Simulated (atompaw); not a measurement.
**Building the PAW (atompaw) potential for phosphorus (P) (LDA (PW92), scalar-relativistic).**

- Element: P
- Generator: atompaw 4.2.0.5
- Type: PAW
- Functional: LDA (PW92)
- Relativity: scalar-relativistic
- Frozen core: [Ne]
- Valence charge: 5
- Reference configuration: 3s1 3p4
- Partial waves: 3s (bound): rc 1.40 bohr; 3s channel at 0.05 Ry: rc 1.90 bohr; 3p (bound): rc 1.90 bohr; 3p channel at -0.05 Ry: rc 1.90 bohr; 3d channel at 0.1 Ry: rc 1.90 bohr; 3d channel at 0.6 Ry: rc 1.65 bohr
- Local potential: ultrasoft scheme with l = 3 at -0.5 Ry, radius 1.85 bohr
- Core correction: smooth core density matched at 1.55 bohr
- Augmentation charge: sinc compensation charge, radius 1.65 bohr; PAW radius 1.90 bohr; waves and projectors: custom rrkj gramschmidtortho

Poles of the logarithmic derivatives, all-electron (AE) and pseudo (PS). s: poles at 1.6 (AE) and 1.6 (PS) Ry. p: poles at 2.6 (AE) and 2.6 (PS) Ry. d: poles at 3.5 (AE) and 3.5 (PS) Ry. Test radius 1.90 bohr.

* Cutoffs needed: 15 Ry and 25 Ry (the cutoffs (Ry, on a coarse ladder) from which the occupation-weighted sum of valence levels, in a spherical-Bessel basis at the reference potential, stays within 10 and 1 mRy of its value at 400 Ry)
* Ghost test: no extra level below or beside the all-electron valence levels (s, p, d, f tested) (spherical-Bessel basis up to 400 Ry, 20 bohr box)
* Lowest eigenvalue of the overlap operator: 0.04 (s channel)
* Overlap eigenvalues printed by atompaw (projector basis): 0.104, 0.341, 1.04, 2.93, 3.22, 15
* Share of each valence orbital outside the PAW sphere: 3s 43 %, 3p 61 %
